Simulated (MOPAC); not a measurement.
MOPAC input (PM7):

```
PM7 1SCF GEO-OK AUX(PRECISION=9) THREADS=1
OSn

Sn   -0.00000000 1   -0.00000000 1   -0.25264832 1
O     0.00000000 1    0.00000000 1    1.57905201 1
```

Task: What heat of formation does the run end on, and which ionisation energy by Koopmans theorem?

Result: 25.31 kcal/mol; 10.15 eV.
